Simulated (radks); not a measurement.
The bismuth ion Bi3+, configuration [Xe] 4f14 5d10 6s1 6d1 (not the ground configuration).

All-electron calculation, scalar-relativistic Kohn-Sham, exchange-only LDA, spin-polarised, spherical densities, finite nucleus; open shells are filled with parallel spins first (spin-orbit coupling, left out, can overturn this in heavy ions); Fermi nuclear charge, rms radius 5.5211 fm. Program: a radial shooting solver on a logarithmic mesh with Libxc functionals.

Energy parts (eV):
total: -585088.83
kinetic: 663147.24
electron-nucleus: -1460148.39
Hartree: 222074.16
exchange: -10161.84

Orbitals (lengths in bohr, moments of r in powers of bohr):
orbital  occ.  eigenvalue (eV)       <r^4>
1s up       1        -90576.51   3.337e-07
1s down     1        -90576.47   3.337e-07
2s up       1        -16301.95  0.00004790
2s down     1        -16301.92  0.00004790
2p up       3        -13961.58  0.00004001
2p down     3        -13961.55  0.00004001
3s up       1        -3958.065    0.001716
3s down     1        -3958.038    0.001716
3p up       3        -3289.085    0.001923
3p down     3        -3289.058    0.001923
3d up       5        -2614.226    0.001475
3d down     5        -2614.199    0.001475
4s up       1        -931.2911     0.03718
4s down     1        -931.2472     0.03718
4p up       3        -711.9319     0.05006
4p down     3        -711.8833     0.05006
4d up       5        -460.6082     0.06672
4d down     5        -460.5533     0.06670
4f up       7        -183.6728      0.1041
4f down     7        -183.6125      0.1040
5s up       1        -188.6744      0.8550
5s down     1        -188.5379      0.8520
5p up       3        -126.7572       1.510
5p down     3        -126.5557       1.494
5d up       5         -57.7634       4.757
5d down     5         -57.2245       4.496
5f up       0         -12.9862       272.0
5f down     0         -10.4227       348.9
6s up       1         -42.9467       28.47
6s down     0         -41.0218       26.47
6p up       0         -30.2605       63.95
6p down     0         -27.7647       60.02
6d up       1         -17.2358       262.3
6d down     0         -14.3904       307.0
7s up       0         -17.3898       483.8
7s down     0         -14.8586       586.7
7d up       0          -8.5940        3302
7d down     0          -7.5435        4985

The highest occupied level is 6d up at -17.236 eV. The configuration is held as typed, so some empty levels lie below it. The spin density at the nucleus is 394.4 e/bohr^3 (1s 1.2, 2s 0.2, 3s 0.1, 4s -0.2, 5s -1.5, 6s 394.6). The density falls to 0.001 e/bohr^3 at r = 4.32 bohr. Summed over all electrons, <r^2> = 49.76 bohr^2, which gives a Langevin (diamagnetic) susceptibility term of -39.4 x 10^-6 cm^3/mol. The electron density at the nucleus is 3.199e+06 e/bohr^3 (large components only).
